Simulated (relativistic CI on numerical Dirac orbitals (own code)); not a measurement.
## Radial parameters of Si9+

Computed by Dirac-Coulomb-Breit CI, KLI orbitals optimised for each configuration, QED by a radiative potential, unscaled Slater integrals (own radial code, finite nucleus).

Slater integrals F^k, G^k are unscaled and averaged over j, outside the closed core 1s2; ζ comes from projecting the Hamiltonian with its Breit term on Σ l·s of the shell.

- 2s2.2p: ζ(2p) = 4765.9 cm⁻¹; <r>(2p) = 0.4322, <r^2>(2p) = 0.2268 (bohr units).
- 2s.2p2: F^2(2p,2p) = 219290, G^1(2s,2p) = 246430, ζ(2p) = 4673.5 cm⁻¹; <r>(2s) = 0.4919, <r^2>(2s) = 0.2835, <r>(2p) = 0.4337, <r^2>(2p) = 0.2282 (bohr units).
- 2p3: F^2(2p,2p) = 217740, ζ(2p) = 4589.4 cm⁻¹; <r>(2p) = 0.4366, <r^2>(2p) = 0.2314 (bohr units).

Averages of the first 10 configurations, taken without configuration mixing, which lowers the lowest level and can move excited configurations by several eV; other configurations of the list can lie among them:

```json
{"Configuration": "2s2.2p", "Parity": "odd", "States": "6", "Average energy above the lowest level (eV)": "3.6"}
{"Configuration": "2s.2p2", "Parity": "even", "States": "30", "Average energy above the lowest level (eV)": "33.5"}
{"Configuration": "2p3", "Parity": "odd", "States": "20", "Average energy above the lowest level (eV)": "72.9"}
{"Configuration": "2p2.3s", "Parity": "even", "States": "30", "Average energy above the lowest level (eV)": "287.6"}
{"Configuration": "2s2.3s", "Parity": "even", "States": "2", "Average energy above the lowest level (eV)": "230.3"}
{"Configuration": "2p2.3p", "Parity": "odd", "States": "90", "Average energy above the lowest level (eV)": "296.7"}
{"Configuration": "2p2.3d", "Parity": "even", "States": "150", "Average energy above the lowest level (eV)": "305.2"}
{"Configuration": "2s2.3p", "Parity": "odd", "States": "6", "Average energy above the lowest level (eV)": "240.9"}
{"Configuration": "2s2.3d", "Parity": "even", "States": "10", "Average energy above the lowest level (eV)": "249.5"}
{"Configuration": "2s.2p.3s", "Parity": "odd", "States": "24", "Average energy above the lowest level (eV)": "254.1"}
```
